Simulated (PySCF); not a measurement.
**Pt (platinum, neutral): r2SCANh calculation**

Configuration: [Xe] 4f14 5d9 6p1, one real determinant (an excited configuration). All numbers are calculated (PySCF 2.14, the spin-free X2C one-electron Hamiltonian (Gaussian nucleus), in x2c-TZVPPall with one added diffuse shell each of s, p, d, f type (12s8p8d4f1g, 113 functions)).

- Total energy: -18415.58 hartree
- One-electron energy: -25242.84 hartree
- Hartree (Coulomb) energy: 7188.50 hartree
- Exchange-correlation energy: -361.24 hartree
- ⟨S²⟩: 2.0016
- ⟨L²⟩: 8.252
- Sum of ⟨r⟩: 46.97 bohr
- Sum of ⟨r²⟩: 71.50 bohr²
- Traceless quadrupole moment −½Σ⟨3z² − r²⟩ along its main axis: -8.73 e·bohr²
- Langevin diamagnetic susceptibility: -56.6 ×10⁻⁶ cm³/mol
- Time after the integrals: 19 s of wall time on 1 thread of Neoverse-V2 (shared host)

```json
{"shell": "1s α", "electrons": "1", "mean orbital energy (hartree)": "-2877.19434", "spread (hartree)": "0", "rms radius, mean of both spins (bohr)": "0.0194"}
{"shell": "1s β", "electrons": "1", "mean orbital energy (hartree)": "-2877.19409", "spread (hartree)": "0", "rms radius, mean of both spins (bohr)": "0.0194"}
{"shell": "2s α", "electrons": "1", "mean orbital energy (hartree)": "-506.92562", "spread (hartree)": "0", "rms radius, mean of both spins (bohr)": "0.0782"}
{"shell": "2s β", "electrons": "1", "mean orbital energy (hartree)": "-506.92213", "spread (hartree)": "0", "rms radius, mean of both spins (bohr)": "0.0782"}
{"shell": "2p α", "electrons": "3", "mean orbital energy (hartree)": "-441.10570", "spread (hartree)": "0.00550", "rms radius, mean of both spins (bohr)": "0.0716"}
{"shell": "2p β", "electrons": "3", "mean orbital energy (hartree)": "-441.10273", "spread (hartree)": "0.00165", "rms radius, mean of both spins (bohr)": "0.0716"}
{"shell": "3s α", "electrons": "1", "mean orbital energy (hartree)": "-119.78728", "spread (hartree)": "0", "rms radius, mean of both spins (bohr)": "0.200"}
{"shell": "3s β", "electrons": "1", "mean orbital energy (hartree)": "-119.78668", "spread (hartree)": "0", "rms radius, mean of both spins (bohr)": "0.200"}
{"shell": "3p α", "electrons": "3", "mean orbital energy (hartree)": "-100.41112", "spread (hartree)": "0.01022", "rms radius, mean of both spins (bohr)": "0.202"}
{"shell": "3p β", "electrons": "3", "mean orbital energy (hartree)": "-100.41021", "spread (hartree)": "0.00941", "rms radius, mean of both spins (bohr)": "0.202"}
{"shell": "3d α", "electrons": "5", "mean orbital energy (hartree)": "-78.49137", "spread (hartree)": "0.01076", "rms radius, mean of both spins (bohr)": "0.184"}
{"shell": "3d β", "electrons": "5", "mean orbital energy (hartree)": "-78.48907", "spread (hartree)": "0.00694", "rms radius, mean of both spins (bohr)": "0.184"}
{"shell": "4s α", "electrons": "1", "mean orbital energy (hartree)": "-26.14495", "spread (hartree)": "0", "rms radius, mean of both spins (bohr)": "0.441"}
{"shell": "4s β", "electrons": "1", "mean orbital energy (hartree)": "-26.14154", "spread (hartree)": "0", "rms radius, mean of both spins (bohr)": "0.441"}
{"shell": "4p α", "electrons": "3", "mean orbital energy (hartree)": "-19.71620", "spread (hartree)": "0.01936", "rms radius, mean of both spins (bohr)": "0.470"}
{"shell": "4p β", "electrons": "3", "mean orbital energy (hartree)": "-19.71308", "spread (hartree)": "0.01670", "rms radius, mean of both spins (bohr)": "0.470"}
{"shell": "4d α", "electrons": "5", "mean orbital energy (hartree)": "-11.63640", "spread (hartree)": "0.02352", "rms radius, mean of both spins (bohr)": "0.503"}
{"shell": "4d β", "electrons": "5", "mean orbital energy (hartree)": "-11.63256", "spread (hartree)": "0.01530", "rms radius, mean of both spins (bohr)": "0.503"}
{"shell": "5s α", "electrons": "1", "mean orbital energy (hartree)": "-3.94994", "spread (hartree)": "0", "rms radius, mean of both spins (bohr)": "1.02"}
{"shell": "5s β", "electrons": "1", "mean orbital energy (hartree)": "-3.92390", "spread (hartree)": "0", "rms radius, mean of both spins (bohr)": "1.02"}
{"shell": "4f α", "electrons": "7", "mean orbital energy (hartree)": "-2.76764", "spread (hartree)": "0.02424", "rms radius, mean of both spins (bohr)": "0.570"}
{"shell": "4f β", "electrons": "7", "mean orbital energy (hartree)": "-2.76261", "spread (hartree)": "0.01697", "rms radius, mean of both spins (bohr)": "0.570"}
{"shell": "5p α", "electrons": "3", "mean orbital energy (hartree)": "-2.25675", "spread (hartree)": "0.03670", "rms radius, mean of both spins (bohr)": "1.18"}
{"shell": "5p β", "electrons": "3", "mean orbital energy (hartree)": "-2.22417", "spread (hartree)": "0.00561", "rms radius, mean of both spins (bohr)": "1.18"}
{"shell": "5d α", "electrons": "5", "mean orbital energy (hartree)": "-0.33403", "spread (hartree)": "0.05263", "rms radius, mean of both spins (bohr)": "1.83"}
{"shell": "5d β", "electrons": "4", "mean orbital energy (hartree)": "-0.30847", "spread (hartree)": "0.01314", "rms radius, mean of both spins (bohr)": "1.83"}
{"shell": "6p α", "electrons": "1", "mean orbital energy (hartree)": "-0.09513", "spread (hartree)": "0", "rms radius, mean of both spins (bohr)": "4.65"}
```

⟨L²⟩ = 8.25 against 12 for a pure F term, so this real determinant mixes terms. Spin-orbit coupling, absent here, splits the open shell strongly.

Densities and radii are taken from the X2C orbitals without a picture-change correction, which distorts them close to the nucleus.
